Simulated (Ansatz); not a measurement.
Cartesian coordinates in Å:
```
N 1.5420 -1.1392 -0.1759
Si 1.1981 0.3417 -0.9806
N -0.5033 0.4776 -1.0652
Ge -1.6594 -0.0331 0.2842
N -1.0435 0.3953 1.9558
H 1.2716 -2.0183 -0.5884
H 2.4008 -1.2310 0.3423
H 1.8969 1.3599 -0.1427
H 1.7067 0.4869 -2.3773
H -0.9139 0.9585 -1.8501
H -2.9779 0.7162 0.0276
H -1.8533 -1.5580 0.2751
H -0.2203 -0.1345 2.2100
H -0.8445 1.3780 2.0853
```

Charge 0, multiplicity 1.

Task: List the PBE0/def2-TZVPP orbital energies in eV (Ansatz). (Best estimate.)

Result: Ansatz gave: Occupied: -10859.93, -1802.52, -1358.13, -1207.95, -1207.94, -1207.94, -390.78, -390.64, -390.55, -170.92, -144.75, -120.73, -120.71, -120.70, -99.43, -99.41, -99.40, -33.63, -33.61, -33.56, -33.50, -33.49, -23.89, -23.39, -22.78, -15.32, -14.80, -13.81, -13.23, -12.20, -11.41, -10.51, -10.04, -9.33, -9.31, -7.74, -7.55, -6.94. Lowest empty: 0.48, 0.87, 1.20, 1.78, 2.03, 2.26, 2.60, 2.76.
